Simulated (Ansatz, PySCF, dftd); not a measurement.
Species: C2H4N, charge 0, doublet. C2H4N (SMILES C=N[CH2], doublet).
B3LYP-D3(BJ)/def2-TZVP minimum from Ansatz (a first-principles code):
```
N
C 1 1.3156
C 1 1.3156 2 119.76
H 2 1.0827 1 118.95 3 -180.00
H 3 1.0827 1 118.95 2 -180.00
H 3 1.0937 5 118.71 1 -180.00
H 2 1.0937 4 118.71 1 -180.00
```
Charge 0, spin multiplicity 2.

Wanted: enthalpy of formation at 298 K (by atomisation, with ideal-gas terms from PySCF's Hessian at B3LYP-D3(BJ)/def2-TZVP and the atoms' measured values of the G2/97 table; no spin-orbit terms), in kcal/mol. Open shells are spin-unrestricted; no spin-orbit coupling. Cores are frozen in correlated methods. Rows without X2C or -DK are non-relativistic. CBS(X,Y): correlation extrapolated as X^-3, Hartree-Fock from the larger set. A bracket is a step between two methods taken in the basis named. The functionals are non-relativistic, so their misses hold any scalar relativity. 'core' is core correlation in cc-pwCVTZ, 'X2C' scalar relativity in cc-pVTZ-DK, both at CCSD(T). For partners of very few electrons the exact lower level stands in for a higher one. The UHF reference of C2H4N ([CH2]N=C, doublet) is spin-contaminated (<S^2> up to 0.21 over the pure value in the sets run).

| level | program | enthalpy of formation at 298 K (kcal/mol) | difference against the last row |
|---|---|---|---|
| HF/cc-pVQZ | Ansatz | 235.2 | 179.9 |
| PBE/def2-TZVPD | Ansatz | 32.6 | -22.7 |
| r2SCAN-D3(BJ)/def2-TZVPD | Ansatz + dftd3 | 50.3 | -5.0 |
| B3LYP-D3(BJ)/def2-TZVPD | Ansatz + dftd3 | 47.5 | -7.8 |
| PBE0/def2-TZVPD | Ansatz | 49.0 | -6.3 |
| CCSD/CBS(cc-pVTZ,cc-pVQZ) | Ansatz | 69.9 | 14.6 |
| CCSD(T)/cc-pVQZ | Ansatz | 65.2 | 9.9 |
| CCSDT(Q)/cc-pVDZ | Ansatz | 108.8 | 53.5 |
| CCSD(T)/CBS(cc-pVTZ,cc-pVQZ) + [CCSDT(Q) - CCSD(T)]/cc-pVDZ + core + X2C | Ansatz | 55.3 | 0.0 |
